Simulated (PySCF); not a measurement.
Cd(OH)2 (CdH₂O₂), SMILES [OH][Cd][OH].

Geometry: B3LYP-D3(BJ)/def2-TZVP. A frequency run showed that this geometry is not a minimum. The def2 effective core potentials stand for the cores of Cd; spin–orbit coupling is left out. Other conformers were not sampled.

All values below come from B3LYP-D3(BJ)/def2-TZVP (PySCF).

Frequencies are harmonic and unscaled.

| mode | ν (cm⁻¹) | IR (km/mol) | moving atoms (share of kinetic energy) |
|---|---|---|---|
| 1 | 131i | 0.0 | H 91 %, O 9 % |
| 2 | 142 | 12.6 | O 67 %, Cd 22 %, H 10 % |
| 3 | 151 | 0.6 | O 51 %, H 29 %, Cd 20 % |
| 4 | 530 | 0.5 | O 97 % |
| 5 | 627 | 116.4 | O 76 %, Cd 23 % |
| 6 | 786 | 81.8 | H 94 % |
| 7 | 834 | 37.6 | H 91 % |
| 8 | 3823 | 70.8 | H 94 % |
| 9 | 3823 | 15.1 | H 94 % |
